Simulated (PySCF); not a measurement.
A run for PySCF: U-B3LYP/LANL2DZ on GeH4O (SMILES [OH][GeH3]), a point of a bond scan (R = 1.058 Å).

```python
from pyscf import gto, scf, dft, mp
from pyscf.data.elements import chemcore

mol = gto.M(
    atom='''
    Ge   -0.32903929    0.06812490    0.07330265
    O     1.35705815   -0.35716009   -0.37168713
    H    -0.54453814   -0.15512316    1.58391604
    H    -1.18632723   -0.88517582   -0.76517759
    H    -0.60848715    1.54275960   -0.28108933
    H     2.07765340    0.22802163    0.13634819
    ''',
    basis='lanl2dz',
    ecp={'Ge': 'lanl2dz'},
    charge=0, spin=0, verbose=3, max_memory=1800)
mf = dft.UKS(mol, xc='b3lyp')
mf.conv_tol = 1e-8
mf.max_cycle = 100
mf.init_guess_breaksym = True
mf.kernel()
if not mf.converged:
    mf = mf.newton().run(mf.mo_coeff, mf.mo_occ)
for _ in range(4):
    mo, _, stable, _ = mf.stability(return_status=True)
    if stable:
        break
    mf.kernel(mf.make_rdm1(mo, mf.mo_occ))
```

It printed:

```
converged SCF energy = -81.3863405665683  <S^2> = 2.0487789e-10  2S+1 = 1
<class 'pyscf.dft.uks.UKS'> wavefunction is stable in the internal stability analysis
```

The calculation finished and met its thresholds.

Cost: about 14 core-seconds (a rough figure).
